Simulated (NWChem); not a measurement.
System: C₂H₆MgS; SMILES [CH3][Mg][S]C

NWChem input:

```
start job
memory heap 200 mb stack 900 mb global 1100 mb
geometry units angstroms
  Mg    -0.133444    -0.092245     1.248406
  C     -1.763046     1.254061     1.380814
  H     -2.210329     1.319389     2.368832
  H     -2.532013     0.933888     0.676062
  H     -1.425653     2.250572     1.092424
  S      1.033798    -0.653372    -0.714034
  C     -0.123978     0.205639    -1.829574
  H     -1.007627    -0.411916    -1.989130
  H      0.394242     0.346993    -2.774179
  H     -0.402476     1.176881    -1.414887
end
basis spherical
  * library def2-svp
end
dft
  xc pbe0
  iterations 150
end
driver
  maxiter 120
end
task dft optimize
task dft freq
```

NWChem printed, in part:

```
             Northwest Computational Chemistry Package (NWChem) 7.3.0
             --------------------------------------------------------

 C1  symmetry detected

                             Geometry "geometry" -> ""
                             -------------------------

 Output coordinates in angstroms (scale by  1.889725989 to convert to a.u.)

  No.       Tag          Charge          X              Y              Z
 ---- ---------------- ---------- -------------- -------------- --------------
    1 Mg                  12.0000     0.89694674    -0.91753655    -0.05774744
    2 C                    6.0000    -0.58264782    -2.42893193     0.05251739
    3 H                    1.0000    -0.20326926    -3.43749762    -0.08668230
    4 H                    1.0000    -1.33136839    -2.23426576    -0.71691030
    5 H                    1.0000    -1.07012576    -2.37922198     1.02716152
    6 S                   16.0000     0.50931277     1.39945149     0.04121971
    7 C                    6.0000    -1.30531180     1.25336230    -0.05135602
    8 H                    1.0000    -1.60868298     1.08628326    -1.08466061
    9 H                    1.0000    -1.71606977     2.19659209     0.29851106
   10 H                    1.0000    -1.65509134     0.44074255     0.58906640

 Effective nuclear repulsion energy (a.u.)     173.5756816984

                                Z-matrix (autoz)
                                --------

 Units are Angstrom for bonds and degrees for angles

      Type          Name      I     J     K     L     M      Value
      ----------- --------  ----- ----- ----- ----- ----- ----------
    1 Stretch                  1     2                       2.11794
    2 Stretch                  1     6                       2.35127
    3 Stretch                  2     3                       1.08651
    4 Stretch                  2     4                       1.09110
    5 Stretch                  2     5                       1.09089
    6 Stretch                  6     7                       1.82285
    7 Stretch                  7     8                       1.08980
    8 Stretch                  7     9                       1.08665
    9 Stretch                  7    10                       1.09217
   10 Bend                     1     2     3               114.31918
   11 Bend                     1     2     4               108.38214
   12 Bend                     1     2     5               109.03679
   13 Bend                     1     6     7                94.76132
   14 Bend                     2     1     6               125.86279
   15 Bend                     3     2     4               108.35307
   16 Bend                     3     2     5               108.22775
   17 Bend                     4     2     5               108.37717
   18 Bend                     6     7     8               109.72812
   19 Bend                     6     7     9               106.88076
   20 Bend                     6     7    10               110.40575
   21 Bend                     8     7     9               109.45871
   22 Bend                     8     7    10               110.65592
   23 Bend                     9     7    10               109.63243
   24 Torsion                  1     6     7     8         -79.36557
   25 Torsion                  1     6     7     9         162.03673
   26 Torsion                  1     6     7    10          42.85957
   27 Torsion                  2     1     6     7          -8.56215
   28 Torsion                  3     2     1     6         175.68697
   29 Torsion                  4     2     1     6          54.73703
   30 Torsion                  5     2     1     6         -63.04477

                           NWChem Geometry Optimization
                           ----------------------------

 maximum gradient threshold         (gmax) =   0.000450
 rms gradient threshold             (grms) =   0.000300
 maximum cartesian step threshold   (xmax) =   0.001800
 rms cartesian step threshold       (xrms) =   0.001200
 fixed trust radius                (trust) =   0.300000
 source of zmatrix                         =   autoz

          -------------------
          Energy Minimization
          -------------------

 Using diagonal initial Hessian
 Scaling for Hessian diagonals: bonds = 1.00  angles = 0.25  torsions = 0.10

          --------
          Step   0

                                 NWChem DFT Module
                                 -----------------

 Summary of "ao basis" -> "ao basis" (spherical)
 ------------------------------------------------------------------------------
       Tag                 Description            Shells   Functions and Types
 ---------------- ------------------------------  ------  ---------------------
 Mg                         def2-svp                 8       18   4s3p1d
 C                          def2-svp                 6       14   3s2p1d
 H                          def2-svp                 3        5   2s1p
 S                          def2-svp                 8       18   4s3p1d

            General Information
            -------------------
          SCF calculation type: DFT
          Wavefunction type:  closed shell.
          No. of atoms     :    10
          No. of electrons :    46
           Alpha electrons :    23
            Beta electrons :    23
          Charge           :     0
          Spin multiplicity:     1
          Use of symmetry is: off; symmetry adaption is: off
          Maximum number of iterations: 150
          AO basis - number of functions:    94
                     number of shells:    46
          Convergence on energy requested:  1.00D-06
          Convergence on density requested:  1.00D-05
          Convergence on gradient requested:  5.00D-04

              XC Information
              --------------
                         PBE0 Method XC Functional
                     Hartree-Fock (Exact) Exchange  0.250
          PerdewBurkeErnzerhof Exchange Functional  0.750
            Perdew 1991 LDA Correlation Functional  1.000 local
           PerdewBurkeErnz. Correlation Functional  1.000 non-local

             Grid Information
             ----------------
          Grid used for XC integration:  medium
          Radial quadrature: Mura-Knowles
          Angular quadrature: Lebedev.
          Tag              B.-S. Rad. Rad. Pts. Rad. Cut. Ang. Pts.
          ---              ---------- --------- --------- ---------
          Mg                  1.50       88          11.0       590
          C                   0.70       49          12.0       434
          H                   0.35       45          13.0       434
          S                   1.00       88          12.0       590
          Grid pruning is: on
          Number of quadrature shells:   544
          Spatial weights used:  Erf1

      Superposition of Atomic Density Guess
      -------------------------------------

 Sum of atomic energies:        -675.12742426

      Non-variational initial energy
      ------------------------------

 Total energy =    -676.684061
 1-e energy   =   -1277.267634
 2-e energy   =     427.007891
 HOMO         =      -0.286546
 LUMO         =      -0.066490

[...]

      ----------------------
      Optimization converged
      ----------------------

  Step       Energy      Delta E   Gmax     Grms     Xrms     Xmax
  ---- ---------------- -------- -------- -------- -------- --------
@   21    -677.51965672  1.2D-09  0.00001  0.00000  0.00081  0.00159
                                     ok       ok       ok       ok

                                Z-matrix (autoz)
                                --------

 Units are Angstrom for bonds and degrees for angles

      Type          Name      I     J     K     L     M      Value     Gradient
      ----------- --------  ----- ----- ----- ----- ----- ---------- ----------
    1 Stretch                  1     2                       2.08799   -0.00001
    2 Stretch                  1     6                       2.32059   -0.00000
    3 Stretch                  2     3                       1.10347    0.00001
    4 Stretch                  2     4                       1.10324    0.00001
    5 Stretch                  2     5                       1.10328    0.00001
    6 Stretch                  6     7                       1.83227   -0.00000
    7 Stretch                  7     8                       1.09946    0.00000
    8 Stretch                  7     9                       1.09892   -0.00000
    9 Stretch                  7    10                       1.09946   -0.00000
   10 Bend                     1     2     3               111.43006   -0.00000
   11 Bend                     1     2     4               111.95216    0.00000
   12 Bend                     1     2     5               111.87892    0.00000
   13 Bend                     1     6     7               104.61795   -0.00000
   14 Bend                     2     1     6               178.20058   -0.00000
   15 Bend                     3     2     4               107.05781   -0.00000
   16 Bend                     3     2     5               107.04387   -0.00000
   17 Bend                     4     2     5               107.18331   -0.00000
   18 Bend                     6     7     8               112.31310    0.00000
   19 Bend                     6     7     9               107.10854    0.00000
   20 Bend                     6     7    10               112.33277    0.00000
   21 Bend                     8     7     9               107.79785   -0.00000
   22 Bend                     8     7    10               109.27460   -0.00000
   23 Bend                     9     7    10               107.79212   -0.00000
   24 Torsion                  1     6     7     8         -62.05703    0.00000
   25 Torsion                  1     6     7     9         179.77761    0.00000
   26 Torsion                  1     6     7    10          61.60805    0.00000
   27 Torsion                  2     1     6     7        -173.83019    0.00000
   28 Torsion                  3     2     1     6          -3.14107    0.00000
   29 Torsion                  4     2     1     6        -123.00593    0.00000
   30 Torsion                  5     2     1     6         116.65596    0.00000

                         Geometry "geometry" -> "geometry"
                         ---------------------------------

 Output coordinates in angstroms (scale by  1.889725989 to convert to a.u.)

  No.       Tag          Charge          X              Y              Z
 ---- ---------------- ---------- -------------- -------------- --------------
    1 Mg                  12.0000    -0.10919726    -1.06438469     0.01001185
    2 C                    6.0000    -0.42543333    -3.12811654     0.03622613
    3 H                    1.0000     0.52691951    -3.68106735     0.10632330
    4 H                    1.0000    -0.93674785    -3.47863093    -0.87637162
    5 H                    1.0000    -1.04356588    -3.43844196     0.89577685
    6 S                   16.0000     0.31363563     1.21726510    -0.01051728
    7 C                    6.0000    -1.34531182     1.99479529    -0.03381554
    8 H                    1.0000    -1.91743205     1.73079477    -0.93480932
    9 H                    1.0000    -1.19226090     3.08298427    -0.03996894
   10 H                    1.0000    -1.93691365     1.74377990     0.85826397

 Effective nuclear repulsion energy (a.u.)     167.5455698218

                Final and change from initial internal coordinates
                --------------------------------------------------

                                Z-matrix (autoz)
                                --------

 Units are Angstrom for bonds and degrees for angles

[...]

 Rotational Constants
 --------------------
 A=   0.460010 cm-1  (  0.661837 K)
 B=   0.056871 cm-1  (  0.081823 K)
 C=   0.051608 cm-1  (  0.074251 K)

 Temperature                      =   298.15K
 frequency scaling parameter      =   1.0000

 Zero-Point correction to Energy  =   45.918 kcal/mol  (  0.073175 au)
 Thermal correction to Energy     =   50.804 kcal/mol  (  0.080962 au)
 Thermal correction to Enthalpy   =   51.396 kcal/mol  (  0.081905 au)

 Total Entropy                    =   93.305 cal/mol-K
   - Translational                =   39.251 cal/mol-K (mol. weight =  86.0041)
   - Rotational                   =   26.571 cal/mol-K (symmetry #  =        1)
   - Vibrational                  =   27.484 cal/mol-K

 Cv (constant volume heat capacity) =   22.813 cal/mol-K
   - Translational                  =    2.979 cal/mol-K
   - Rotational                     =    2.979 cal/mol-K
   - Vibrational                    =   16.855 cal/mol-K

[normal modes left out]

 ----------------------------------------------------------------------------
 Normal Eigenvalue ||           Projected Infra Red Intensities
  Mode   [cm**-1]  || [atomic units] [(debye/angs)**2] [(KM/mol)] [arbitrary]
 ------ ---------- || -------------- ----------------- ---------- -----------
    1       -0.000 ||    0.000747           0.017         0.728       0.516
    2       -0.000 ||    0.000137           0.003         0.133       0.094
    3        0.000 ||    0.000260           0.006         0.254       0.180
    4        0.000 ||    0.001336           0.031         1.302       0.924
    5        0.000 ||    0.000302           0.007         0.294       0.209
    6        0.000 ||    0.000246           0.006         0.240       0.170
    7        3.559 ||    0.000295           0.007         0.287       0.204
    8       52.396 ||    0.000157           0.004         0.153       0.108
    9       76.598 ||    0.007005           0.162         6.829       4.845
   10      123.575 ||    0.025670           0.592        25.024      17.754
   11      166.451 ||    0.017121           0.395        16.691      11.842
   12      348.971 ||    0.008613           0.199         8.397       5.957
   13      579.171 ||    0.088100           2.033        85.885      60.934
   14      584.849 ||    0.079881           1.843        77.872      55.249
   15      604.944 ||    0.071853           1.658        70.046      49.697
   16      724.995 ||    0.008616           0.199         8.399       5.959
   17      951.245 ||    0.008416           0.194         8.205       5.821
   18      963.818 ||    0.007601           0.175         7.410       5.257
   19     1145.170 ||    0.000074           0.002         0.072       0.051
   20     1333.854 ||    0.020873           0.482        20.348      14.437
   21     1422.130 ||    0.000015           0.000         0.015       0.010
   22     1422.758 ||    0.000034           0.001         0.033       0.024
   23     1453.500 ||    0.006390           0.147         6.229       4.419
   24     1459.980 ||    0.006495           0.150         6.332       4.492
   25     3038.498 ||    0.016067           0.371        15.663      11.113
   26     3061.337 ||    0.035578           0.821        34.683      24.607
   27     3139.021 ||    0.007320           0.169         7.135       5.063
   28     3141.019 ||    0.007541           0.174         7.351       5.216
   29     3166.093 ||    0.005007           0.116         4.881       3.463
   30     3171.470 ||    0.002000           0.046         1.950       1.383
 ----------------------------------------------------------------------------
```

Level: PBE0/def2-SVP.
